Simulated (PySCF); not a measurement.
CaCl2, SMILES [Cl][Ca][Cl].

Geometry optimised at B3LYP-D3(BJ)/def2-TZVP. The isomer is the one that the SMILES or the coordinates give; other isomers of the formula were not compared.

Level of theory: B3LYP/def2-TZVPD (PySCF).

The molecule is in vacuum.

```json
{
  "total_energy": "-1598.24280 hartree",
  "point_group": "D∞h",
  "highest_occupied_level": "-8.07 eV",
  "lowest_empty_level": "-2.51 eV",
  "orbital_gap": "5.55 eV",
  "dipole_moment": "0.000 e·Å",
  "quadrupole, principal values (traceless, Buckingham form, about the centre of nuclear charge)": "-30.61, 15.31, 15.31 D·Å",
  "mean_static_polarisability": "58.3 bohr³ (8.64 Å³)",
  "polarisability_principal_values": "49.3, 49.3, 76.2 bohr³"
}
```
